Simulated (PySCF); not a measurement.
CH9FOSi3, SMILES C[SiH2]O[Si@@H]([SiH3])F.

The structure is a stationary point at PBE-D3(BJ)/def2-SVP. The structure was generated by enumeration; whether it is a known compound was not checked. The values are those of a single conformer.

All values below come from PBE-D3(BJ)/def2-SVP (PySCF 2.14.0).

Frequencies are harmonic and unscaled.

```json
[
 {"mode": "1", "ν (cm⁻¹)": "14", "IR (km/mol)": "0.7", "moving atoms (share of kinetic energy)": "C 33 %, Si 26 %, H 25 %, F 11 %"},
 {"mode": "2", "ν (cm⁻¹)": "43", "IR (km/mol)": "1.0", "moving atoms (share of kinetic energy)": "H 28 %, C 23 %, Si 21 %, F 16 %, O 11 %"},
 {"mode": "3", "ν (cm⁻¹)": "77", "IR (km/mol)": "1.1", "moving atoms (share of kinetic energy)": "Si 38 %, H 24 %, F 17 %, O 11 %, C 10 %"},
 {"mode": "4", "ν (cm⁻¹)": "94", "IR (km/mol)": "0.1", "moving atoms (share of kinetic energy)": "H 89 %"},
 {"mode": "5", "ν (cm⁻¹)": "125", "IR (km/mol)": "0.9", "moving atoms (share of kinetic energy)": "F 26 %, H 25 %, Si 24 %, O 22 %"},
 {"mode": "6", "ν (cm⁻¹)": "161", "IR (km/mol)": "0.5", "moving atoms (share of kinetic energy)": "H 81 %, Si 10 %"},
 {"mode": "7", "ν (cm⁻¹)": "182", "IR (km/mol)": "6.5", "moving atoms (share of kinetic energy)": "Si 33 %, F 28 %, H 24 %, O 9 %"},
 {"mode": "8", "ν (cm⁻¹)": "222", "IR (km/mol)": "13.8", "moving atoms (share of kinetic energy)": "Si 30 %, H 27 %, O 22 %, C 12 %, F 9 %"},
 {"mode": "9", "ν (cm⁻¹)": "331", "IR (km/mol)": "22.4", "moving atoms (share of kinetic energy)": "O 43 %, Si 24 %, F 17 %, H 15 %"},
 {"mode": "10", "ν (cm⁻¹)": "406", "IR (km/mol)": "2.4", "moving atoms (share of kinetic energy)": "Si 59 %, H 22 %, O 11 %"},
 {"mode": "11", "ν (cm⁻¹)": "481", "IR (km/mol)": "4.8", "moving atoms (share of kinetic energy)": "H 85 %, Si 13 %"},
 {"mode": "12", "ν (cm⁻¹)": "487", "IR (km/mol)": "14.6", "moving atoms (share of kinetic energy)": "H 88 %, Si 9 %"},
 {"mode": "13", "ν (cm⁻¹)": "512", "IR (km/mol)": "26.0", "moving atoms (share of kinetic energy)": "H 59 %, Si 38 %"},
 {"mode": "14", "ν (cm⁻¹)": "589", "IR (km/mol)": "4.0", "moving atoms (share of kinetic energy)": "Si 50 %, H 23 %, O 18 %"},
 {"mode": "15", "ν (cm⁻¹)": "678", "IR (km/mol)": "0.4", "moving atoms (share of kinetic energy)": "H 48 %, C 33 %, Si 18 %"},
 {"mode": "16", "ν (cm⁻¹)": "713", "IR (km/mol)": "15.2", "moving atoms (share of kinetic energy)": "H 82 %, Si 9 %"},
 {"mode": "17", "ν (cm⁻¹)": "741", "IR (km/mol)": "39.8", "moving atoms (share of kinetic energy)": "H 54 %, C 24 %, Si 19 %"},
 {"mode": "18", "ν (cm⁻¹)": "774", "IR (km/mol)": "459.6", "moving atoms (share of kinetic energy)": "H 85 %, Si 12 %"},
 {"mode": "19", "ν (cm⁻¹)": "785", "IR (km/mol)": "45.4", "moving atoms (share of kinetic energy)": "H 68 %, F 25 %"},
 {"mode": "20", "ν (cm⁻¹)": "844", "IR (km/mol)": "40.3", "moving atoms (share of kinetic energy)": "H 69 %, Si 18 %, F 9 %"},
 {"mode": "21", "ν (cm⁻¹)": "853", "IR (km/mol)": "43.4", "moving atoms (share of kinetic energy)": "H 77 %, C 17 %"},
 {"mode": "22", "ν (cm⁻¹)": "864", "IR (km/mol)": "40.5", "moving atoms (share of kinetic energy)": "H 48 %, Si 30 %, F 22 %"},
 {"mode": "23", "ν (cm⁻¹)": "895", "IR (km/mol)": "73.5", "moving atoms (share of kinetic energy)": "H 95 %"},
 {"mode": "24", "ν (cm⁻¹)": "899", "IR (km/mol)": "17.1", "moving atoms (share of kinetic energy)": "H 97 %"},
 {"mode": "25", "ν (cm⁻¹)": "916", "IR (km/mol)": "259.0", "moving atoms (share of kinetic energy)": "H 76 %, Si 16 %"},
 {"mode": "26", "ν (cm⁻¹)": "935", "IR (km/mol)": "180.8", "moving atoms (share of kinetic energy)": "H 86 %, Si 11 %"},
 {"mode": "27", "ν (cm⁻¹)": "1031", "IR (km/mol)": "375.2", "moving atoms (share of kinetic energy)": "O 73 %, Si 19 %"},
 {"mode": "28", "ν (cm⁻¹)": "1220", "IR (km/mol)": "33.6", "moving atoms (share of kinetic energy)": "H 78 %, C 22 %"},
 {"mode": "29", "ν (cm⁻¹)": "1376", "IR (km/mol)": "3.8", "moving atoms (share of kinetic energy)": "H 96 %"},
 {"mode": "30", "ν (cm⁻¹)": "1385", "IR (km/mol)": "3.4", "moving atoms (share of kinetic energy)": "H 96 %"},
 {"mode": "31", "ν (cm⁻¹)": "2145", "IR (km/mol)": "72.1", "moving atoms (share of kinetic energy)": "H 97 %"},
 {"mode": "32", "ν (cm⁻¹)": "2152", "IR (km/mol)": "81.8", "moving atoms (share of kinetic energy)": "H 99 %"},
 {"mode": "33", "ν (cm⁻¹)": "2168", "IR (km/mol)": "58.9", "moving atoms (share of kinetic energy)": "H 96 %"},
 {"mode": "34", "ν (cm⁻¹)": "2169", "IR (km/mol)": "60.0", "moving atoms (share of kinetic energy)": "H 96 %"},
 {"mode": "35", "ν (cm⁻¹)": "2183", "IR (km/mol)": "132.5", "moving atoms (share of kinetic energy)": "H 97 %"},
 {"mode": "36", "ν (cm⁻¹)": "2187", "IR (km/mol)": "165.1", "moving atoms (share of kinetic energy)": "H 96 %"},
 {"mode": "37", "ν (cm⁻¹)": "2977", "IR (km/mol)": "0.9", "moving atoms (share of kinetic energy)": "H 97 %"},
 {"mode": "38", "ν (cm⁻¹)": "3081", "IR (km/mol)": "2.4", "moving atoms (share of kinetic energy)": "H 91 %, C 9 %"},
 {"mode": "39", "ν (cm⁻¹)": "3084", "IR (km/mol)": "1.0", "moving atoms (share of kinetic energy)": "H 91 %, C 9 %"}
]
```
